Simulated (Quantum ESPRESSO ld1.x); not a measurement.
Values are calculated unless marked as measured or tabulated.
Q: The mean radii <r> (bohr) of the occupied orbitals of an atom or ion are listed with their occupations. Level of theory: scalar-relativistic Kohn-Sham, LDA (Slater exchange, Perdew-Zunger correlation), spin-unpolarised, spherical densities, point nucleus (ld1.x of Quantum ESPRESSO 7.5).

| orbital | occ. | <r> |
|---|---|---|
| 1s | 2 | 0.03113 |
| 2s | 2 | 0.1331 |
| 2p | 6 | 0.1158 |
| 3s | 2 | 0.3254 |
| 3p | 2 | 0.3152 |

Name the element and its charge.

A: Z = 47, silver, charge +33: Ag33+ in [Ne] 3s2 3p2. The 1s radius gives Z: for a bare nucleus <r> = (2 gamma + 1)/(2Z) with gamma = sqrt(1 - (Z/c)^2), 0.03062 bohr for Z = 47, and screening makes it slightly larger (0.03113 here). The occupations add up to 14, and the charge is Z minus that.
